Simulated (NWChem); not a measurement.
Molecule: BaH4O2F2; SMILES [OH2]->[Ba](<-[OH2])([F])[F]

All runs: NWChem. Coordinates come from a PBE0/def2-SVP optimisation. Not confirmed as a minimum by frequencies. def2 effective core potentials on Ba; no spin-orbit coupling.

Problem. What does the run give for Hartree-Fock/def2-SVP? Quantities: highest occupied level (eV); orbital gap (eV); dipole (D).

Solution. The highest occupied level (eV) is -13.13, the orbital gap (eV) is 12.95 and the dipole (D) is 8.38.
